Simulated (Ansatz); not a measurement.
The same substitution along the group F, Cl, I.

Gas-phase electronic energies from Ansatz, PBE0-D4/def2-TZVP geometries. CCSD(T)/CBS is the MP2 limit (def2-TZVPP, def2-QZVPP) plus CCSD(T) − MP2 in def2-TZVPP, frozen cores. This one scheme is used for every species. DFT in def2-TZVPP. Elements past krypton have def2 core potentials. For I outer-core shells are correlated without core-valence functions, which leaves a few kJ/mol of doubt a bond. One conformer a species, not always the lowest.

| reaction | MP2/CBS(def2) (kcal/mol) | CCSD/CBS(def2) (kcal/mol) | r2SCAN-D4 (kcal/mol) | CCSD(T)/CBS(def2) (kcal/mol) |
| --- | --- | --- | --- | --- |
| `C=C=C(C)F` + H₂S → `C=C=C(C)S` + H–F | -15.2 | -10.1 | -7.7 | -11.0 |
| `C=C=C(C)Cl` + H₂S → `C=C=C(C)S` + HCl | -5.1 | -4.2 | -4.0 | -4.3 |
| `C=C=C(C)I` + H₂S → `C=C=C(C)S` + HI | 2.6 | 1.2 | 0.1 | 1.6 |

Largest T1 diagnostic: 0.012, for `C=C=C(C)F`.
